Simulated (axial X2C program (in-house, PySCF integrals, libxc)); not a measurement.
## Levels of ScCl⁺ by electron attachment to ScCl²⁺ (EOM-EA-CCSD)

Calculated with an axial X2C code built on PySCF integrals: two-component X2C with atomic mean-field Coulomb and Gaunt terms, Gaussian nuclei, basis Sc dyall-acv3z, Cl dyall-av3z with contracted cores.

R = 2.222 Å (near the PBE0 minimum at charge 1 of the determinant lowest at the starting distance; the state shown can have its own minimum elsewhere).

Levels of ScCl⁺ obtained by attaching an electron to ScCl²⁺:

```json
{"Ω": "1/2", "binding energy (eV)": "13.478", "above lowest (cm⁻¹)": "0", "attached spinor": "46% Sc dσ, 40% Sc sσ, 9% Cl pσ", "one-particle weight": "0.96"}
{"Ω": "3/2", "binding energy (eV)": "13.469", "above lowest (cm⁻¹)": "76", "attached spinor": "99% Sc dδ", "one-particle weight": "0.94"}
{"Ω": "5/2", "binding energy (eV)": "13.453", "above lowest (cm⁻¹)": "200", "attached spinor": "99% Sc dδ", "one-particle weight": "0.94"}
{"Ω": "3/2", "binding energy (eV)": "13.049", "above lowest (cm⁻¹)": "3464", "attached spinor": "84% Sc dπ, 7% Cl pπ", "one-particle weight": "0.94"}
{"Ω": "1/2", "binding energy (eV)": "13.042", "above lowest (cm⁻¹)": "3521", "attached spinor": "84% Sc dπ, 6% Cl pπ", "one-particle weight": "0.94"}
{"Ω": "1/2", "binding energy (eV)": "12.082", "above lowest (cm⁻¹)": "11259", "attached spinor": "36% Sc pσ, 28% Sc dσ, 25% Sc sσ", "one-particle weight": "0.96"}
{"Ω": "1/2", "binding energy (eV)": "9.267", "above lowest (cm⁻¹)": "33968", "attached spinor": "76% Sc pπ, 7% Cl pπ, 7% Cl dπ", "one-particle weight": "0.98"}
{"Ω": "3/2", "binding energy (eV)": "9.230", "above lowest (cm⁻¹)": "34263", "attached spinor": "75% Sc pπ, 7% Sc dπ, 7% Cl pπ", "one-particle weight": "0.98"}
{"Ω": "1/2", "binding energy (eV)": "6.782", "above lowest (cm⁻¹)": "54009", "attached spinor": "44% Sc pσ, 31% Sc dσ, 11% Cl sσ", "one-particle weight": "0.98"}
```

This point took 46 s on 1 thread of Intel(R) Xeon(R) Platinum 8488C (Sapphire Rapids), on a shared host.

Reference electrons by ω block (each with its −ω partner): 1/2: 14, 3/2: 4. 16 electrons of ScCl²⁺ correlated (inner shells frozen), 88 natural virtual spinors (a truncated set); levels can be off by some tenths of an eV. Roots sought by Ω: (1/2: 5, 3/2: 4, 5/2: 2, 7/2: 1); the list ends where they run out and leaves out roots under 60 % one-particle weight. The solver can skip a root, and states that need a further excitation, which the method places far too high, are missing though they may lie low or lowest. T1 of the reference 0.037 (Lee–Taylor). The reference was not checked to be the lowest state of its species. Number of frozen shells: Sc 2 s, 1 p; Cl 2 s, 1 p. Large amplitudes in the reference (orbital relaxation or multireference character) lower the reliability.
